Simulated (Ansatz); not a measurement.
Born–Oppenheimer molecular dynamics of C$_{2}$H$_{3}$FSi (7 atoms, charge 0, multiplicity 1). It goes on from the last frame of an earlier run, with new velocities.

Method: RKS r2SCAN-D4/6-31G (Ansatz 0.2.0).

```
ensemble        : NVT, Nosé–Hoover chain
time step       : 0.5 fs
steps asked     : 100
set temperature : 300 K
thermostat      : time constant 300 fs, chain length 5
seed            : 126059
```

First frame:

```xyz
7
Properties=species:S:1:pos:R:3
C -0.399 -1.785 -0.723
C -0.046 -0.745 -0.166
Si 0.268 0.982 0.427
F -0.490 1.952 -0.756
H -0.679 -2.702 -1.104
H -0.651 1.167 1.587
H 1.749 1.347 0.760
```

Q: How far do the bonds stretch over the last three quarters of this one trajectory? (Pairs bonded in most of those frames.)

A: 
| bond | mean (Å) | spread (Å) | shortest | longest |
| --- | --- | --- | --- | --- |
| C1–C2 | 1.224 | 0.005 | 1.22 | 1.23 |
| C1–H5 | 1.072 | 0.029 | 1.03 | 1.11 |
| C2–Si3 | 1.841 | 0.025 | 1.81 | 1.88 |
| Si3–F4 | 1.708 | 0.028 | 1.66 | 1.74 |
| Si3–H6 | 1.500 | 0.018 | 1.47 | 1.53 |
| Si3–H7 | 1.512 | 0.053 | 1.43 | 1.58 |

Mean temperature of the second half: 346 K. The conserved energy stayed within 0.18 meV per atom of its start (net change -0.11 meV per atom), so the integration is sound. The mean temperature of the second half is 15 % above the set value. A run of 0.05 ps of so small a system gives no equilibrium averages. Limits of this set-up: no polarisation functions.

Run time: 2.6 min on 1 thread of Arm Neoverse V2, on a shared host, peak memory 0.084 GiB.
